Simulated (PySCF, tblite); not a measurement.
Isomers of C7H13PSi, one GFN2-xTB conformer each. Single-point energies are computed at PBE0/pcSseg-1 (PySCF, gas phase, no added dispersion term), electronic only.

Problem. Rank them by PBE0/pcSseg-1 energy, lowest first (kJ/mol).
A. `[CH3:1][CH2:2][c:3]1[cH:4][c:5]([CH3:6])[cH:7][p:8]1[SiH3:9]` with C1–C2–C3–C4 105°
B. `[CH3:1][SiH:2]([CH3:3])[P:4]1[CH:5]=[CH:6][CH2:7][CH:8]=[CH:9]1` with C1–Si2–P4–C5 173°, Si2–P4–C5–C6 -124°, C5–C6–C7–C8 28°, C6–C7–C8–C9 -28°, Si2–P4–C9–C8 123°

Solution. B (0.0), A (15.9).

As drawn, the lower has an Si–C bond, which the higher lacks. GFN2-xTB itself gives, in the same order: 118.0, 0.0. GFN2-xTB puts CCc1cc(C)cp1[SiH3] lowest instead.

Problem. Which frontier levels, dipoles and rotational constants go with these structures?

Solution. 
| SMILES | HOMO (eV, PBE0/pcSseg-1) | LUMO (eV) | dipole (D) | A, B, C (MHz) |
| --- | --- | --- | --- | --- |
| C[SiH](C)P1C=CCC=C1 | -5.94 | -0.17 | 1.63 | 2075, 771.3, 744.2 |
| CCc1cc(C)cp1[SiH3] | -6.40 | -0.85 | 1.20 | 1282, 1050, 686.8 |

Problem. What happens when harmonic zero-point energies from GFN2-xTB frequencies are added?

Solution. 
| SMILES | ZPE (kJ/mol) | electronic (kJ/mol) | with ZPE (kJ/mol) |
| --- | --- | --- | --- |
| C[SiH](C)P1C=CCC=C1 | 458.3 | 0.0 | 0.0 |
| CCc1cc(C)cp1[SiH3] | 451.5 | 15.9 | 9.1 |

The zero-point energies span 6.8 kJ/mol. The order is unchanged.
